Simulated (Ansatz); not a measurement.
Species: C$_{2}$H$_{11}$NSi$_{2}$, charge 0, multiplicity 1. 
Coordinates optimised at B3LYP-D3(BJ)/def2-TZVP (Ansatz, a quantum-chemistry and plane-wave program):
SMILES: C[SiH](C)N[SiH3]
```xyz
16

Si    -0.8459    -0.0418    -0.6036
C     -1.9028     1.5025    -0.5686
C     -1.2846    -1.2034     0.7954
N      0.8361     0.3655    -0.4473
Si     2.0253    -0.2735     0.6297
H     -1.0931    -0.7284    -1.9017
H     -2.9581     1.2571    -0.7111
H     -1.6159     2.1951    -1.3636
H     -1.7987     2.0250     0.3849
H     -2.3316    -1.5046     0.7178
H     -0.6788    -2.1117     0.7731
H     -1.1453    -0.7264     1.7679
H      1.1956     1.0267    -1.1215
H      2.2239    -1.7351     0.4591
H      3.3062     0.4178     0.3505
H      1.6568    -0.0550     2.0501
```

Dipole moments at this geometry, in debye (magnitudes).

```csv
level,program,dipole (D)
SVWN5/def2-TZVPD,Ansatz,0.91
PBE/def2-TZVPD,Ansatz,0.91
revPBE/def2-TZVPD,Ansatz,0.92
B97M-V/def2-TZVPD,Ansatz,1.04
BHLYP/def2-TZVPD,Ansatz,0.85
r2SCAN0/def2-TZVPD,Ansatz,0.90
LC-wPBE/def2-TZVPD,Ansatz,0.89
wB97M-V/def2-TZVPD,Ansatz,[?]
CCSD(T)/aug-cc-pV(D+d)Z,Ansatz,[?]
```

Task: Complete the blanks.

Result: 
- wB97M-V/def2-TZVPD, dipole (D): 0.89
- CCSD(T)/aug-cc-pV(D+d)Z, dipole (D): 0.86
